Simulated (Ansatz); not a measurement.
`[BH2][Ga]([BH2])[F]`, charge 0, multiplicity 1.

Question: Give a relaxed structure at PBE0-D4/def2-TZVP (Ansatz 0.2.0). (Best estimate.)

Answer: The calculation gave: 
```xyz
8

B     0.7706   -1.7043   -0.6281
Ga    0.2303    0.2776   -0.2622
B    -1.0744    1.3386    0.9731
F     1.1518    1.3872   -1.3089
H     0.2052   -2.3702   -1.4462
H     1.6553   -2.2373   -0.0235
H    -2.1960    1.5876    0.6381
H    -0.7429    1.7208    2.0577
```
Point group C2v.
